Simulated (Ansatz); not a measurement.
One change: `N[SiH2]C[TeH]` becomes `N[SiH2]CS`.

Ansatz, PBE0-D4/def2-TZVP geometries, multiplicity 1. Each molecule was computed in one conformer, which needn't be the lowest.

Elements past krypton have def2 core potentials.  Spin–orbit coupling is left out; it splits and shifts lone-pair levels of the heavy atoms by tenths of an eV.

| property | `N[SiH2]C[TeH]` |
| --- | --- |
| HOMO energy (ωB97M-V/def2-TZVPP) / eV | -8.16 |
| HOMO energy (PBE/def2-TZVPP) / eV | -4.99 |
| LUMO energy (B3LYP/def2-TZVPP) / eV | -0.81 |
| size of the dipole moment (B3LYP/def2-TZVPP) / D | 2.33 |
| LUMO energy (PBE0/def2-TZVPP) / eV | -0.58 |
| HOMO–LUMO gap (B3LYP/def2-TZVPP) / eV | 5.02 |

Question: What does the change do to each property? (Best estimate.)

Answer: Computed: 
```json
{"property": "HOMO energy (ωB97M-V/def2-TZVPP) / eV", "`N[SiH2]CS`": "-8.77", "shift": "-0.61"}
{"property": "HOMO energy (PBE/def2-TZVPP) / eV", "`N[SiH2]CS`": "-5.31", "shift": "-0.32"}
{"property": "LUMO energy (B3LYP/def2-TZVPP) / eV", "`N[SiH2]CS`": "0.06", "shift": "0.87"}
{"property": "size of the dipole moment (B3LYP/def2-TZVPP) / D", "`N[SiH2]CS`": "2.29", "shift": "-0.04"}
{"property": "LUMO energy (PBE0/def2-TZVPP) / eV", "`N[SiH2]CS`": "0.35", "shift": "0.93"}
{"property": "HOMO–LUMO gap (B3LYP/def2-TZVPP) / eV", "`N[SiH2]CS`": "6.37", "shift": "1.35"}
```

With PBE0 the HOMO falls by 0.50 eV and the LUMO rises by 0.93 eV, so the gap widens by about 1.43 eV. PBE moves the HOMO by -0.32 eV and ωB97M-V by -0.61 eV. Dipoles are sizes alone; their direction can turn.

Positive LUMOs are unbound, so they and the gaps depend on the basis.

B3LYP here is the variant with VWN-RPA as its local correlation; programs differ in this.
